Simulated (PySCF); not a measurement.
GeH2ClBr, SMILES [Cl][GeH2][Br]. Coordinates come from a r2SCAN-D4/def2-SVP optimisation.

Computed with r2SCAN-D4/def2-SVP run with PySCF.

Harmonic wavenumbers (cm⁻¹): 126, 311, 429, 502, 649, 779, 853, 2179, 2198. Rotational constants (GHz): 6.733, 1.393, 1.172; symmetry number 1.

### Question
Work out the zero-point energy and the ideal-gas rigid-rotor harmonic-oscillator thermochemistry at 298.15 K and 1 atm.

### Answer
ZPE = ½ Σ hcν = ½ × 8027 cm⁻¹ = 48.01 kJ/mol. H − E(el) = 62.87 kJ/mol. Entropy in J/(mol K): translation 174.19, rotation 116.20, vibration 27.80, total 318.18. G − E(el) = -32.00 kJ/mol. Cp = 68.51 J/(mol K). Modes under 150 cm⁻¹ make the vibrational entropy uncertain.
